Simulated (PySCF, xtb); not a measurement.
Ligands exchanged one at a time, Ge OH-SH. All species are isolated molecules in the gas phase. One relaxed conformer stands for each flexible species; it need not be the lowest. Strings in code marks are SMILES.

Quantity: redistribution energy (mixed species minus the weighted end members), in kJ/mol.

Level 1: B3LYP-D3(BJ)/def2-TZVP (PySCF)
Level 2: PBE/6-31G* // B3LYP-D3(BJ)/def2-TZVP (PySCF)
Level 3: HF/6-31G* // B3LYP-D3(BJ)/def2-TZVP (PySCF)
Level 4: GFN2-xTB (xtb)

| species | level 2 | level 3 | level 4 |
|---|---|---|---|
| 3 of 4 OH replaced by SH: `[OH][Ge]([SH])([SH])[SH]` | -5.24 | 1.04 | -4.97 |
| 2 of 4 OH replaced by SH: `[OH][Ge]([OH])([SH])[SH]` | -2.23 | 4.08 | -6.06 |
| 1 of 4 OH replaced by SH: `[OH][Ge]([OH])([OH])[SH]` | -2.13 | 3.23 | -2.14 |

Question: What does level 1 give for each, and how far do the other levels lie from it on average?

Answer: 
- 3 of 4 OH replaced by SH: `[OH][Ge]([SH])([SH])[SH]`: 2.53
- 2 of 4 OH replaced by SH: `[OH][Ge]([OH])([SH])[SH]`: 6.89
- 1 of 4 OH replaced by SH: `[OH][Ge]([OH])([OH])[SH]`: 5.19
Mean absolute difference from level 1, which has limits of its own, over these rows (drawn at random from the members that have all these levels): level 2 8.07 kJ/mol, level 3 2.09 kJ/mol, level 4 9.26 kJ/mol.
